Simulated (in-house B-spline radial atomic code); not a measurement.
The outermost shell (largest non-relativistic mean radius) with and without relativity; Dirac values are averaged over j. Computed with a B-spline radial code for spherical atoms: non-relativistic Hartree-Fock and Dirac-Hartree-Fock, averages of the configuration (point nuclei without relativity, finite nuclei with it).

| ion | configuration | outermost shell | radius non-relativistic (bohr) | radius Dirac (bohr) | radius change (%) | level non-relativistic (eV) | level Dirac (eV) | spin-orbit splitting (eV) |
| --- | --- | --- | --- | --- | --- | --- | --- | --- |
| Ca6+ | [Ne] 3s2 3p2 | 3p | 1.0911 | 1.0895 | -0.14795 | -125.363 | -125.47 | 0.52927 |
| Zn6+ | [Ar] 3d6 | 3d | 0.6977 | 0.69956 | 0.26674 | -141.667 | -140.97 | 0.49896 |
| Kr6+ | [Ar] 3d10 4s2 | ? | ? | ? | ? | ? | ? | ? |
| Nb6+ | [Ar] 3d10 4s2 4p5 | 4p | 1.2136 | 1.205 | -0.70866 | -119.689 | -120.3 | 2.5718 |
| Ru6+ | [Kr] 4d2 | 4d | 1.2602 | 1.2676 | 0.58844 | -93.174 | -92.319 | 0.50733 |
| Ag6+ | [Kr] 4d5 | ? | ? | ? | ? | ? | ? | ? |
| Ba6+ | [Kr] 4d10 5s2 5p2 | 5p | 1.7216 | 1.6992 | -1.3067 | -84.169 | -85.014 | 2.8133 |
| Pb6+ | [Xe] 4f14 5d8 | 5d | 1.1822 | 1.191 | 0.74949 | -106.019 | -103.9 | 3.0966 |

(1) Fill in the row of Kr6+.

(2) Fill in the row of Ag6+.

(3) Which member changes most?

Results:

(1) outermost shell: 4s; radius non-relativistic (bohr): 1.4053; radius Dirac (bohr): 1.3837; radius change (%): -1.5329; level non-relativistic (eV): -105.582; level Dirac (eV): -107.23.

(2) outermost shell: 4d; radius non-relativistic (bohr): 1.1146; radius Dirac (bohr): 1.1206; radius change (%): 0.53477; level non-relativistic (eV): -105.678; level Dirac (eV): -104.68; spin-orbit splitting (eV): 0.82012.

(3) Krypton (Kr6+): its 4s shell contracts by 1.5 %.
